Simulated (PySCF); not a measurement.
## From computed data to an observable: oscillator strength and radiative lifetime

C₃H₉FInN, SMILES C[N](C)[In]([CH3])[F].

Geometry optimised at PBE-D3(BJ)/def2-SVP. The def2 effective core potentials stand for the cores of In; spin–orbit coupling is left out. One conformer was computed; it need not be the lowest.

TDA-PBE0/def2-SVPD in PySCF puts the first singlet state with f over 0.02 at 4.55 eV (vertical), with the transition dipole (0.105, 0.983, 0.000) in atomic units.

Task: Find the oscillator strength, the wavelength and the radiative lifetime that this transition would have in vacuum if emission retraced absorption.

Result: 
|μ|² = 0.9773 au, so |μ| = 2.51 D. ΔE = 4.55/27.211 = 0.1672 hartree. f = (2/3) ΔE |μ|² = 0.109 (the program prints 0.109).
λ = 1239.84/4.55 = 272 nm; ν = 36698 cm⁻¹.
Einstein's coefficient A = 0.6670 ν² f s⁻¹ (ν in cm⁻¹) = 9.8e7 s⁻¹, so τ = 1/A = 10 ns. This state is S2; the lower singlet has f = 0.016. The figure is the radiative limit of this one transition; relaxation, internal conversion, crossing to triplets and a medium change what is measured.
